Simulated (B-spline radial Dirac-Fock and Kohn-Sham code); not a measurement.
## The Ga-like isoelectronic sequence (31 electrons), Z = 58 to 68

Calculated with a radial B-spline solver, using relaxed Dirac-Fock hole states (ΔSCF) with Breit and QED corrections and a finite nucleus. Binding energies in eV, tabulated ground configurations ([Ar] 3d10 4s2 4p1 throughout). The model has no electron correlation.

```
  ion       1s       2s   2p3/2   3d5/2  outermost level  NIST ionisation energy
Ce²⁷⁺  41383.2   7473.6  6644.7  1753.0       948.0 (4p)                 965 ± 4
Pr²⁸⁺  42992.1   7820.7  6946.7  1860.0      1008.5 (4p)                1028 ± 4
Nd²⁹⁺  44636.8   8177.1  7255.8  1970.0      1070.8 (4p)                1092 ± 4
Pm³⁰⁺  46317.6   8543.0  7571.8  2083.1      1134.9 (4p)                1158 ± 4
Sm³¹⁺        ?        ?       ?       ?                ?                       ?
Eu³²⁺  49789.3   9303.4  8224.9  2318.2      1268.8 (4p)                1296 ± 4
Gd³³⁺  51581.2   9698.3  8562.0  2440.3      1338.5 (4p)                1368 ± 5
Tb³⁴⁺  53411.5  10103.2  8906.1  2565.4      1410.1 (4p)                1443 ± 5
Dy³⁵⁺  55279.3  10518.0  9257.2  2693.6      1483.6 (4p)                1520 ± 5
Ho³⁶⁺  57186.6  10943.2  9615.4  2824.7      1559.0 (4p)                1598 ± 5
Er³⁷⁺  59133.1  11378.8  9980.6  2958.9      1636.3 (4p)                1678 ± 4
```

Q: Fill in the row of Sm³¹⁺.

A: 1s 48034.8, 2s 8918.3, 2p3/2 7894.8, 3d5/2 2199.1, outermost 1200.9 (4p), NIST 1226 ± 4 eV.

NIST's values are for the lowest levels; a dash marks a value that is missing or belongs to another shell. Their kind here: theoretical. Where a p, d or f shell is open in either ion the computed value averages over both j values and all terms, while the table refers to the lowest levels; that difference holds spin-orbit splitting (largest in heavy or highly charged ions), term energies where several electrons share open shells, and correlation, and it can reach 10 % or more.
